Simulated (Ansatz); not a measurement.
Input file for Ansatz (a quantum-chemistry and plane-wave program): U-BLYP/def2-TZVPP on CrH2O2 (SMILES [OH][Cr][OH]), 2S+1 = 5, a spin state set in the input, which need not be the lowest.

Ansatz 0.2 input:
```yaml
crystal:
  periodic: [false, false, false]
  atoms:
    - {symbol: Cr, position_ang: [0.33320831, -0.23285374, 0.35178258]}
    - {symbol: O, position_ang: [1.35377436, -0.06529085, -1.13275282]}
    - {symbol: H, position_ang: [1.54357798, 0.71731641, -1.65624361]}
    - {symbol: O, position_ang: [-1.29766730, -0.51205844, 1.08394845]}
    - {symbol: H, position_ang: [-1.98666451, 0.12273317, 1.29605118]}
basis:
  gaussian:
    orbitals: def2-TZVPP
hamiltonian:
  xc: {name: BLYP}
magnetization: {spin_polarized: true, initial_magnetization: 4}
```

Program output:

```
WARN ansatz: RAYON_NUM_THREADS=1 ignored (pool sized by the plan → 1); use --threads N
Functional definition: BLYP
integrals: 0.06 GiB planned
839 factors; their error is unknown
mean field: 0.58 GiB planned
mean field evaluation 1: about -32536.0920 eV, gradient 6.9e1 eV
mean field evaluation 2: about -32381.4961 eV, gradient 1.8e2 eV
mean field evaluation 4: about -32541.5437 eV, gradient 6.1e1 eV
mean field evaluation 8: about -32552.4475 eV, gradient 9.8e-2 eV
mean field evaluation 16: about -32552.4355 eV, gradient 2.7e-4 eV
mean field evaluation 32: about -32551.3041 eV, gradient 4.8e-1 eV
mean field -32552.43554718 eV, -1196.2799415256 hartree, gradient 3.1e-5 eV, S^2 6.030079; 6 other end points of the search recorded, 0 dependent functions left out
reference -32552.43586438 eV, -1196.2799531823 hartree; 23, 19 occupied and 131, 135 virtual orbitals, 839 factors
Total energy: -32552.43586438 eV, -1196.2799531823 hartree
```

Self-consistency was reached.

Cost: roughly 6 core-seconds.
